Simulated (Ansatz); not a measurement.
`C#[C][InH][Cl]`, charge 0, multiplicity 1.

Q: Give a relaxed structure at PBE0-D4/def2-TZVP (the Gaussian-basis code of Ansatz). (An estimate is asked.)

A: Ansatz gave: 
```xyz
6

C    -1.654    1.131    0.011
C    -0.687    0.408    0.055
In    0.952   -0.853    0.157
Cl    2.660   -0.236   -1.302
H    -2.503    1.775   -0.035
H     1.232   -2.224    1.113
```
Point group Cs.
